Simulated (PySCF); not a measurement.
C2H2BF2N, SMILES FB1C=N[C@H]1F. The structure is a stationary point at PBE0-D3(BJ)/def2-SVP. The structure was generated by enumeration; whether it is a known compound was not checked.

Calculation: PySCF with PBE0-D3(BJ)/def2-SVP.

Harmonic wavenumbers (cm⁻¹): 140, 208, 383, 493, 602, 681, 832, 920, 982, 1032, 1149, 1225, 1271, 1371, 1515, 1602, 3120, 3207. Rotational constants (GHz): 5.292, 3.814, 2.369; symmetry number 1.

**Question.** Work out the zero-point energy and the ideal-gas rigid-rotor harmonic-oscillator thermochemistry at 298.15 K and 1 atm.

**Answer.** ZPE = ½ Σ hcν = ½ × 20732 cm⁻¹ = 29.64 kcal/mol. H − E(el) = 33.45 kcal/mol. Entropy in cal/(mol K): translation 39.37, rotation 26.31, vibration 8.00, total 73.67. G − E(el) = 11.49 kcal/mol. Cp = 19.00 cal/(mol K). Modes under 150 cm⁻¹ make the vibrational entropy uncertain.
